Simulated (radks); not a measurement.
Results of a calculation; reference values are marked as such.
Species: Ir. Configuration: [Xe] 4f14 5d7 6s2.

Level of theory: scalar-relativistic Kohn-Sham, r2SCAN, spin-polarised, spherical densities, finite nucleus; open shells are filled with parallel spins first (spin-orbit coupling, left out, can overturn this in heavy ions); meta-GGA in the generalised Kohn-Sham scheme; Fermi nuclear charge, rms radius 5.4032 fm (a radial shooting solver on a logarithmic mesh with Libxc functionals).

Energy parts (hartree):
total: -17826.1453
kinetic: 19811.1575
electron-nucleus: -44228.4459
Hartree: 6937.8022
exchange-correlation: -346.6590

Orbitals (lengths in bohr, moments of r in powers of bohr; <r^-3> diverges for s and p1/2; r(90%) holds 90 % of the orbital's charge):
orbital	occ.	eigenvalue (hartree)	r(90%)	<r^-3>	<r^4>
1s up	1	-2800.246	0.0318	-	4.817e-07
1s down	1	-2800.246	0.0318	-	4.817e-07
2s up	1	-490.8783	0.114	-	0.00007129
2s down	1	-490.8681	0.114	-	0.00007129
2p up	3	-426.4086	0.108	23050	0.00005710
2p down	3	-426.4007	0.108	23050	0.00005710
3s up	1	-115.2017	0.279	-	0.002585
3s down	1	-115.2005	0.279	-	0.002585
3p up	3	-96.26417	0.286	5234	0.002820
3p down	3	-96.26217	0.286	5234	0.002820
3d up	5	-75.36649	0.269	657.1	0.002178
3d down	5	-75.36047	0.269	657.1	0.002178
4s up	1	-24.80639	0.607	-	0.05907
4s down	1	-24.79806	0.607	-	0.05910
4p up	3	-18.56768	0.653	1237	0.07876
4p down	3	-18.56043	0.653	1236	0.07874
4d up	5	-10.86314	0.714	135.0	0.1120
4d down	5	-10.85443	0.714	134.9	0.1117
4f up	7	-2.31778	0.870	24.91	0.2693
4f down	7	-2.30399	0.865	25.00	0.2617
5s up	1	-3.70512	1.41	-	1.732
5s down	1	-3.64315	1.40	-	1.685
5p up	3	-2.10209	1.66	193.8	3.312
5p down	3	-2.02164	1.65	198.4	3.219
5d up	5	-0.30917	2.65	10.91	22.97
5d down	2	-0.21951	2.82	10.64	30.63
6s up	1	-0.25896	4.16	-	129.9
6s down	1	-0.22005	4.49	-	174.2

The highest occupied level is 5d down at -5.973 eV. The electron density at the nucleus is 1.947e+06 e/bohr^3 (large components only). Spin moment in Bohr magnetons: 3.
